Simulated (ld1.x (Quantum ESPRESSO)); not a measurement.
Hg, TM: configuration errors across variants

mercury (Hg), norm-conserving Troullier–Martins (Kleinman–Bylander form), made with ld1.x (Quantum ESPRESSO) 7.5 (PBE, fully relativistic). Core [Kr] 4d10 4f14 5s2, reference 5p6 5d10 6s2 6p0. Waves: 6s (bound): rc 2.25 bohr; 5p (bound): rc 1.70 bohr; 5d (bound): rc 1.60 bohr. Local part: the d channel. Core correction: none.

Open shells are filled in proportion to 2j + 1 (rel_dist='average').

All-electron excitation energies from the reference (eV): (1) 5p6 5d10 6s1 6p0 10.701; (2) 5p6 5d10 6s0 6p0 29.686; (3) 5p6 5d9 6s0 6p0 65.216; (4) 5p5 5d10 6s2 6p0 74.541; (5) 5p6 5d8 6s0 6p0 114.956; (6) 5p6 5d10 6s0 6p2 12.412.

3 further variants failed, have other tests or another functional or relativity, and are left out.

A true bound ghost makes a file unfit for plane-wave use even where its test errors are small: the radial tests pick states by their node count and pass the ghost by.

The file “base” misses its own reference levels by 1.1 eV. The file “all radii scaled by about 1.30 (s 2.92, p 2.20, d 2.08 bohr)” misses its own reference levels by 1.1 eV. The file “wave 5p (bound): rc 1.70 bohr becomes 5p (bound): rc 2.46 bohr” misses its own reference levels by 1.1 eV. The file “wave 6s (bound): rc 2.25 bohr becomes 6s (bound): rc 2.54 bohr” misses its own reference levels by 1.1 eV. The file “core correction a·sin(br)/r model core inside 1.96 bohr” misses its own reference levels by 1.1 eV. The file “core correction a·sin(br)/r model core inside 1.30 bohr” misses its own reference levels by 1.1 eV. The file “wave 5p (bound): rc 1.70 bohr becomes 5p (bound): rc 2.14 bohr” misses its own reference levels by 1.1 eV.

Errors AE − PS in meV (a dash: test not solved or not reliable):

| change | (1) | (2) | (3) | (4) | (5) | (6) | bound ghosts |
| --- | --- | --- | --- | --- | --- | --- | --- |
| base | -8.5 | -42 | +25 | -122 | +113 | +284 | s |
| all radii scaled by about 1.30 (s 2.92, p 2.20, d 2.08 bohr) | -7.2 | -49 | -119 | -125 | -200 | +210 | s |
| wave 5p (bound): rc 1.70 bohr becomes 5p (bound): rc 2.46 bohr | -8.6 | -42 | +23 | -95 | +108 | +188 | s |
| wave 6s (bound): rc 2.25 bohr becomes 6s (bound): rc 2.54 bohr | -7.3 | -39 | -4.7 | -110 | +41 | +286 | s |
| core correction a·sin(br)/r model core inside 1.96 bohr | -9.1 | -45 | +16 | -123 | +95 | +284 | s |
| core correction a·sin(br)/r model core inside 1.30 bohr | -9.5 | -48 | +11 | -133 | +78 | +282 | s |
| wave 5p (bound): rc 1.70 bohr becomes 5p (bound): rc 2.14 bohr | -8.5 | -42 | +25 | -137 | +114 | +334 | s |
| local potential the s channel | -6.9 | -37 | -61 | -286 | -216 | -1636 | none |

Problem. Give the same row for: wave 5d (bound): rc 1.60 bohr becomes 5d (bound): rc 2.20 bohr.

Solution. -8.1, -40, -1.9, –, +53, +141; bound ghosts: s.
